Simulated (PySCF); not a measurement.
Isomers of C2H9BN2, mass 72.086 u with the commonest isotopes. Level of theory: PBE0-D3(BJ)/def2-SVP geometry optimisation, gas phase (PySCF). One conformer each, none proved a minimum here; rigid rotors.

Question: Order these by rotational constant C, smallest first.
A. `[CH3:1][NH:2][BH:3][NH:4][CH3:5]` with C1–N2–B3–N4 -179°, N2–B3–N4–C5 -179°
B. `[CH3:1][NH:2][B:3]([CH3:4])[NH2:5]` with C1–N2–B3–C4 -1°
C. `CN(C)BN`

Answer: A (1880 MHz), B (2507 MHz), C (2631 MHz).

Question: Order these by rotational constant A, largest first.
A. `CN(C)BN`
B. `[CH3:1][NH:2][B:3]([CH3:4])[NH2:5]` with C1–N2–B3–C4 -1°
C. `[CH3:1][NH:2][BH:3][NH:4][CH3:5]` with C1–N2–B3–N4 -179°, N2–B3–N4–C5 -179°

Answer: C (26223 MHz), A (8799 MHz), B (7533 MHz).

Question: Order these by radius of gyration √(Σ m r²/M), smallest first.
A. `[CH3:1][NH:2][BH:3][NH:4][CH3:5]` with C1–N2–B3–N4 -179°, N2–B3–N4–C5 -179°
B. `CN(C)BN`
C. `[CH3:1][NH:2][B:3]([CH3:4])[NH2:5]` with C1–N2–B3–C4 -1°

Answer: B (1.646 Å), C (1.685 Å), A (1.942 Å).

| SMILES | point group | Ia (u·Å²) | Ib (u·Å²) | Ic (u·Å²) | κ | μa (D) | μb (D) | μc (D) |
| --- | --- | --- | --- | --- | --- | --- | --- | --- |
| CNBNC | – | 19.27 | 255.92 | 268.79 | -0.99 | 0.00 | 1.58 | 0.01 |
| CNB(C)N | near Cs | 67.09 | 140.85 | 201.59 | -0.57 | 0.17 | 1.26 | 0.03 |
| CN(C)BN | Cs | 57.43 | 141.04 | 192.09 | -0.69 | 0.37 | 1.32 | 0.01 |
